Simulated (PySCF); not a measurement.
**Structure revision by computed shifts**

A compound C$_{4}$H$_{7}$NOSi gives the data below (simulated from a calculation) and was assigned the structure `C=C([SiH3])OCC#N`.

¹³C{¹H} NMR (computed): δ 166.2 (CH), 123.4 (CH), 122.0 (C), 54.1 (CH3).

¹H NMR (400 MHz, computed): δ 7.28 (m, 1H), 6.18 (d, 1H), 5.31 (d, 2H), 3.87 (s, 3H).

[PySCF 2.14.0 with density-fitted response routines: GFN2-xTB structure; NMR shieldings at PBE0/pcSseg-1/GIAO; equivalent nuclei averaged; gas phase; single conformer; relativity neglected]

Chemical shifts δ = σref − σ; ¹H, ¹³C vs TMS, all at this level.

Question: Compare with the shifts computed for the proposed structure, pairing carbons in order of shift.

Answer: Structure with atom numbers: `[CH2:1]=[C:2]([SiH3:3])[O:4][CH2:5][C:6]#[N:7]`. Hydrogens are named by the atom that carries them.

```tsv
atom	computed for proposal	given list	difference
C2	169.9	166.2	+3.7
C6	119.6	123.4	-3.8
C1	100.6	122.0	-21.4
C5	53.6	54.1	-0.5
```

The rms difference is 11.1 ppm and the largest -21.4 ppm at C1 (β carbon of an enol-ether or enamine type C=C). The carbon types in order of shift don't match either: C, C, CH2, CH2 for the proposal against CH, CH, C, CH3 in the data. The proposal doesn't fit.

Question: Which isomer fits?

Answer: `CO[SiH2]/C=C\C#N`.

1. Carbon types of the structure: 1 × C, 2 × CH, 1 × CH3, leaving 2 H on heteroatoms.
2. δC 166.2, 123.4: alkene CH.
3. δC 122.0: nitrile carbon; this is the usual window of a C≡N carbon, which has no attached hydrogen.
4. δC 54.1: methyl carbon bonded to O; deshielded by the electronegative neighbour.
5. δH 3.87: hydrogen on a methyl carbon bonded to O; its carbon carries O, hence the downfield position.

The shifts were computed for this structure.

Shifts are as computed. Against solution values, carbons near 30 ppm lie about +3 ppm off and those near 130 ppm about +5 ppm. Of 1211 compounds with measured shifts, 218 miss one by over three times the rms of a fit or turn the order of signals round; such compounds aren't used in these exercises. Multiplicities follow the n + 1 count of equivalent neighbours, as no J values were calculated; m marks all less simple cases, F and P coupling included.
